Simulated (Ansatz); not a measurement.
Geometry optimisation, RKS PBE0/6-31G* in Ansatz.

The input (input.yaml):

```yaml
crystal:
  periodic: [false, false, false]
  atoms:
    - { symbol: "N", position_ang: [-0.6534, -2.0662, -0.036] }
    - { symbol: C, position_ang: [0.2422, -1.2863, 0.7974] }
    - { symbol: C, position_ang: [1.1293, -0.4136, -0.1437] }
    - { symbol: C, position_ang: [0.5497, 0.9877, 0.0911] }
    - { symbol: Si, position_ang: [-0.6464, 1.5728, -1.3669] }
    - { symbol: Si, position_ang: [-0.3557, 0.3097, 1.6537] }
    - { symbol: H, position_ang: [-1.1917, -1.4661, -0.7276] }
    - { symbol: H, position_ang: [-0.2373, -2.7672, -0.5812] }
    - { symbol: H, position_ang: [0.8066, -1.9237, 1.5155] }
    - { symbol: H, position_ang: [1.2382, -0.7502, -1.1508] }
    - { symbol: H, position_ang: [2.1974, -0.4093, 0.2442] }
    - { symbol: H, position_ang: [1.2143, 1.7765, 0.3466] }
    - { symbol: H, position_ang: [-1.4562, 2.8147, -0.9575] }
    - { symbol: H, position_ang: [-1.6258, 0.526, -1.7377] }
    - { symbol: H, position_ang: [0.1884, 1.9061, -2.5215] }
    - { symbol: H, position_ang: [-1.8213, 0.5255, 1.7219] }
    - { symbol: H, position_ang: [0.4028, 0.6632, 2.8927] }
basis:
  gaussian: { orbitals: "6-31G*" }
hamiltonian:
  xc: pbe0
relax:
  f_tol: 0.015
  max_steps: 40
```

Launched with:

```bash
$ ansatz run input.yaml --threads 2 --pin off --max-ram 3072MiB --backend cpu --events-out ev --progress --plain --runs-dir out
```

**Question.** Where does it end, and by what steps?

**Answer.** The forces met the threshold. The force dipped under the threshold on the way, but the program's further checks kept it going. After 11 steps the energy has fallen by 0.623 eV; H7 moved furthest, 0.34 Å.

```tsv
step	energy less start (eV)	largest force component (eV/Å)	accepted
0	0.0000	3.020	yes
1	-0.5601	0.878	yes
2	-0.6113	0.175	yes
3	-0.6172	0.073	yes
4	-0.6196	0.039	yes
5	-0.6156	0.171	no
6	-0.6215	0.012	yes
7	-0.6226	0.032	yes
8	-0.4806	0.944	no
9	-0.6225	0.059	no
10	-0.6228	0.005	yes
11	-0.6229	0.009	yes
```

```xyz
17
Properties=species:S:1:pos:R:3
N -0.683 -2.149 0.080
C 0.300 -1.306 0.738
C 1.190 -0.360 -0.145
C 0.523 1.042 0.078
Si -0.582 1.622 -1.319
Si -0.390 0.273 1.558
H -1.348 -1.594 -0.453
H -0.224 -2.765 -0.588
H 0.912 -1.945 1.384
H 1.231 -0.687 -1.195
H 2.222 -0.347 0.226
H 1.235 1.839 0.314
H -1.254 2.909 -0.976
H -1.646 0.611 -1.597
H 0.186 1.812 -2.586
H -1.874 0.433 1.627
H 0.182 0.612 2.895
```

The run took 41 s on 2 threads of AMD EPYC 9R14 (Zen 4) (shared host), peak memory 0.34 GiB.
